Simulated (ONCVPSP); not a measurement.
## sulfur, ONCV: configuration errors across variants

S (Z = 16), optimised norm-conserving Vanderbilt (ONCV), made with ONCVPSP 4.0.1 (PBE, scalar-relativistic). Core [Ne], reference 3s2 3p4. Waves: 3s: rc 1.45 bohr, ncon 4, nbas 9, qcut 5.6 1/bohr, 1 projector; 3p: rc 1.25 bohr, ncon 5, nbas 9, qcut 7.7 1/bohr, 2 projectors, debl 0.9 Ha; d scattering state at 0.47 Ha: rc 1.30 bohr, ncon 5, nbas 8, qcut 6.8 1/bohr, 2 projectors, debl 3.6 Ha. Local part: polynomial inside 1.20 bohr (lpopt 5, dvloc0 6 Ha). Core correction: Teter function, fcfact 2.5, rcfact 1.1.

All-electron excitation energies from the reference (eV): (1) 3s2 3p3 11.769; (2) 3s2 3p2 34.052; (3) 3s2 3p1 68.094; (4) 3s2 3p3.5 4.660.

A true bound ghost makes a file unfit for plane-wave use even where its test errors are small: the radial tests pick states by their node count and pass the ghost by.

Errors AE − PS in meV (a dash: test not solved or not reliable):

```csv
change,(1),(2),(3),(4),bound ghosts,GHOST(+) flags above zero
base,-0.5,+2.8,+26,-0.3,p,none
s: qcut 7.1; p: qcut 9.8; d: qcut 8.7,-0.7,+0.5,+15,-0.3,p,none
s: qcut 3.2,+0.7,+13,+66,-0.1,p,none
```

**Question.** Give the same row for: core correction Teter function, fcfact 6.3, rcfact 1.1.

**Answer.** -0.2, +5.0, +35, -0.2; bound ghosts: p; GHOST(+) flags above zero: none.
